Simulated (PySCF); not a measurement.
**From computed data to an observable: oscillator strength and radiative lifetime**

SiClFI₂, SMILES [Si](Cl)(I)(F)I.

Coordinates come from a B3LYP-D3(BJ)/def2-SVP optimisation. The def2 effective core potentials stand for the cores of I; spin–orbit coupling is left out.

TDA-PBE/def2-SVPD run with PySCF puts the first singlet state with f over 0.02 at 5.66 eV (vertical), with the transition dipole (0.000, 0.000, 0.558) in atomic units.

**Question.** Find the oscillator strength, the wavelength and the radiative lifetime that this transition would have in vacuum if emission retraced absorption.

**Answer.** 
|μ|² = 0.3114 au, so |μ| = 1.42 D. ΔE = 5.66/27.211 = 0.2080 hartree. f = (2/3) ΔE |μ|² = 0.043 (the program prints 0.043).
λ = 1239.84/5.66 = 219 nm; ν = 45651 cm⁻¹.
Einstein's coefficient A = 0.6670 ν² f s⁻¹ (ν in cm⁻¹) = 6.0e7 s⁻¹, so τ = 1/A = 17 ns. This state is S5; the lower singlets have f = 0.014, 0.005, 0.007, 0.004. The figure is the radiative limit of this one transition; relaxation, internal conversion, crossing to triplets and a medium change what is measured.
